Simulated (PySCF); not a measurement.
B-trichloroborazine (B3Cl3H3N3), SMILES B1(NB(NB(N1)Cl)Cl)Cl. Coordinates come from a B3LYP-D3(BJ)/def2-SVP optimisation.

Computed equilibrium geometry at B3LYP-D3(BJ)/def2-SVP (PySCF confirms it by a frequency run) as a Z-matrix, and its point group:
point group Cs.
```
N
H 1 1.0136
B 1 1.4248 2 119.30
N 3 1.4248 1 118.60 2 180.00
H 4 1.0136 3 119.30 1 180.00
B 4 1.4248 5 119.30 3 180.00
N 6 1.4248 4 118.60 5 180.00
H 7 1.0136 6 119.30 4 180.00
B 7 1.4248 8 119.30 6 180.00
Cl 9 1.7825 7 120.70 8 0.00
Cl 3 1.7825 1 120.70 2 0.00
Cl 6 1.7825 4 120.70 5 0.00
```
